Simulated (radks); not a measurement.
Numerical settings for the krypton ion Kr22+, [Ne] 3s2 3p2. All-electron calculation, scalar-relativistic Kohn-Sham, BLYP, spin-unpolarised, spherical densities, finite nucleus; Fermi nuclear charge, rms radius 4.1884 fm. Program: a radial shooting solver on a logarithmic mesh with Libxc functionals. The defaults (mesh step 0.008 in ln r, mesh end at 40 bohr or more with all orbitals vanishing there, Anderson mixing 0.5 over 9 steps, residual threshold near 1e-9 with the energy settled to 1e-9 hartree or 1e-11 of itself, here a cap of 77 iterations) give E = -2488.3733 hartree and 3p at -965.44 eV in 15 iterations. Run on one thread of a shared host, so times are rough (Arm Neoverse N1): 0.08 s of CPU time, 0.08 s wall, 15 iterations on 2189 mesh points. Changes against that run (0 stands for a change within the tolerance of the run):

setting	iterations	converged	E (mhartree)	e(3p) (meV)	CPU (s)
mesh step in ln r 0.012	15	yes	0	0	0.06
mesh step in ln r 0.05	13	yes	+0.0141	+0.0427	0.02
mesh step in ln r 0.03	14	yes	+0.000592	0	0.03
mesh end (bohr) 2	15	yes	+0.00159	+0.0347	0.07
mesh end (bohr) 1	17	yes	+691	+6.91e+03	0.08
residual threshold 0.01	8	yes	-0.000172	-0.513	0.05
residual threshold 0.1	8	yes	-0.000172	-0.513	0.05
mixing 0.2	17	yes	0	0	0.09
linear mixing, mixing 0.8	77	no	+0.000439	-1.6	0.36
linear mixing, mixing 1	33	no	diverged	-	0.15
mixing history 2	36	yes	0	0	0.16
iteration cap 3	3	no	+8.02	-3.72e+03	0.02

Settings that end as converged yet miss the energy by more than 1 mhartree: mesh end (bohr) 1 (+0.691 hartree). A mesh that ends early acts as a hard wall.
